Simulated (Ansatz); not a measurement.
Consider the silylene loss: `N[Si](F)([SiH3])S` → `N[SiH](F)S` + `[SiH2]`.

Program: Ansatz. Geometries: PBE0-D4/def2-TZVP. ΔE: electronic, gas phase. CCSD(T)/CBS adds triple-zeta CCSD(T) − MP2 to the extrapolated MP2 energy (def2 sets, frozen cores). This one scheme is used for every species. Functionals use def2-TZVPP. B3LYP here is the variant with VWN-RPA as its local correlation; programs differ in this. Each species was taken in one conformer, which may not be the lowest.

```tsv
level	ΔE (kJ/mol)
PBE-D4	246.5
B3LYP-D4	228.5
ωB97X-V	240.7
B2PLYP	221.4
HF/def2-TZVPP	199.0
SCS-MP2/def2-TZVPP	222.5
CCSD/def2-TZVPP	215.1
HF/CBS(def2)	199.1
```

Task: What does CCSD(T)/CBS give? (Estimate.)

Result: The calculation gave: +228.7 kJ/mol. The listed levels differ from it by 17.8, -0.2, 12.0, -7.3, -29.7, -6.2, -13.6, -29.6 kJ/mol.

Largest T1 diagnostic among the species: 0.014.

The D4 term adds +16.0 kJ/mol with B3LYP and +8.9 kJ/mol with PBE0; it sums over pairs of atoms, weighted by their polarisabilities, and B3LYP, whose exchange is more repulsive, gets the larger term. In def2-TZVPP, CCSD(T) changes the Hartree–Fock value by +22.2 kJ/mol (the triples alone add +6.1 kJ/mol) and MP2 by +36.4 kJ/mol.
